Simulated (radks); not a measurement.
Kr II, 35 electrons, occupied as [Ar] 3d9.5 4s2 4p5 5s0.5 (fractional occupations, a model configuration). All-electron calculation, scalar-relativistic Kohn-Sham, RPBE, spin-polarised, spherical densities, finite nucleus; open shells are filled with parallel spins first; Fermi nuclear charge, rms radius 4.1884 fm. Program: a radial shooting solver on a logarithmic mesh with Libxc functionals.

Radial electron density D(r) = 4 pi r^2 rho(r):

```
   r/bohr * D(r) (the largest magnitude, 53.6, reaches the edge; | marks zero)
 0.003453 |    *
 0.004642 |      *
 0.006291 |           *
 0.008459 |                 *
  0.01146 |                         *
  0.01541 |                                  *
  0.02089 |                                         *
  0.02831 |                                             *
  0.03806 |                                           *
  0.05158 |                                      *
  0.06935 |                                      *
  0.09399 |                                               *
   0.1264 |                                                      *
   0.1713 |                                               *
   0.2303 |                                *
   0.3121 |                               *
   0.4229 |                                     *
   0.5686 |                             *
   0.7706 |             *
    1.036 |      *
    1.404 |     *
    1.888 |   *
    2.559 |*
     3.44 *
    4.662 *
    6.318 *
    8.495 *
    11.51 *
```

D(r) has 3 maxima, at r = 0.0290, 0.129, 0.430 bohr, and minima at 0.0601, 0.275 bohr, inside which lie 2.06, 11.04 electrons.
